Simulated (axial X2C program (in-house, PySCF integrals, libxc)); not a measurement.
## PrNC: the levels of the configuration f3 s1 d(πδ)0

Computed with an in-house all-electron X2C program for linear molecules (integrals from PySCF): two-component X2C with atomic mean-field Coulomb and Gaunt terms, basis Pr dyall-v3z, N dyall-av3z, C dyall-v3z (cores contracted in-house). Orbitals come from Hartree–Fock averaged over the configuration Pr f3 s1 d(πδ)0; CI then distributes these electrons over the f, s, d(πδ) shells of Pr.

Pr–N–C held linear, bonds 2.428 and 1.170 Å (the second held) (near the minimum of the configuration average).

Lowest levels of this model:

| Ω | energy (cm⁻¹) | g∥ | μ (D) | configuration |
| --- | --- | --- | --- | --- |
| 4 | 0 | 4.48 | -6.21 | 100% f3 s1 |
| 3 | 224 | 3.28 | -6.10 | 100% f3 s1 |
| 2 | 325 | 1.98 | -6.11 | 100% f3 s1 |
| 1 | 416 | 0.78 | -6.10 | 100% f3 s1 |
| 0 | 461 | 0.00 | -6.09 | 100% f3 s1 |
| 5 | 532 | 8.60 | -6.21 | 100% f3 s1 |
| 4 | 731 | 7.14 | -6.11 | 100% f3 s1 |
| 3 | 835 | 5.36 | -6.11 | 100% f3 s1 |
| 2 | 910 | 3.66 | -6.10 | 100% f3 s1 |
| 1 | 950 | 1.97 | -6.10 | 100% f3 s1 |
| 0 | 959 | 0.00 | -6.10 | 100% f3 s1 |
| 6 | 1602 | 12.58 | -6.20 | 100% f3 s1 |
| 5 | 1747 | 10.42 | -6.13 | 100% f3 s1 |
| 4 | 1848 | 8.47 | -6.10 | 100% f3 s1 |
| 5 | 1874 | 8.70 | -6.22 | 100% f3 s1 |
| 3 | 1923 | 6.32 | -6.09 | 100% f3 s1 |
| 2 | 1971 | 4.23 | -6.08 | 100% f3 s1 |
| 1 | 1997 | 2.13 | -6.08 | 100% f3 s1 |
| 0 | 2005 | 0.00 | -6.09 | 100% f3 s1 |
| 4 | 2129 | 6.86 | -6.11 | 100% f3 s1 |
| 3 | 2240 | 5.17 | -6.11 | 100% f3 s1 |
| 2 | 2316 | 3.45 | -6.12 | 100% f3 s1 |
| 1 | 2377 | 1.72 | -6.11 | 100% f3 s1 |
| 0 | 2401 | 0.00 | -6.10 | 100% f3 s1 |
| 7 | 2838 | 16.35 | -6.20 | 100% f3 s1 |
| 6 | 2987 | 14.17 | -6.11 | 100% f3 s1 |
| 5 | 3075 | 11.84 | -6.08 | 100% f3 s1 |
| 0 | 3269 | 0.00 | -6.06 | 100% f3 s1 |
| 6 | 3498 | 12.33 | -6.22 | 100% f3 s1 |
| 0 | 4048 | 0.00 | -6.09 | 100% f3 s1 |

g∥ is the magnitude of 2⟨Lz + ge Sz⟩ for the +Ω component. μ is positive if the C end is positive.

Q: From Ω and g∥ of the lowest level, whose 2⟨Lz + ge Sz⟩ is positive, find ⟨Sz⟩ and ⟨Lz⟩ (ge = 2.0023).

A: Ω = ⟨Lz⟩ + ⟨Sz⟩ = 4 and ⟨Lz⟩ + ge⟨Sz⟩ = 2.240, so ⟨Sz⟩ = -1.76 and ⟨Lz⟩ = 5.76.

Occupations of the active spinors in the lowest level by ω, shell by shell in order of energy: -7/2: 0.00; -5/2: 0.00 0.00 0.00; -3/2: 0.00 0.00 0.00 0.00; -1/2: 0.10 0.01 0.96 0.00; 1/2: 0.55 0.34 0.04 0.00; 3/2: 0.70 0.25 0.00 0.00; 5/2: 0.91 0.09 0.00; 7/2: 0.05. The leading determinant has weight 0.39 among 657.

This point took 5.2 s on 1 thread of Arm Neoverse V1, on a shared host.

Dynamic correlation is missing, so gaps between terms are too wide and other configurations may lie lower; the lowest level listed is that of this model, not necessarily the ground state. At most 4 roots were kept for each Ω > 0 (twice that for Ω = 0) within 2.2 eV of the lowest, so higher up levels can be missing between those listed; levels with Ω > 0 are doubly degenerate and listed once, Ω = 0 levels singly. Some active spinors are only partly of the character that their shell is named for, so the shell names and counts are nominal. States that fill the shells left empty in the average are placed too high. The molecule was held linear; bending was not examined.
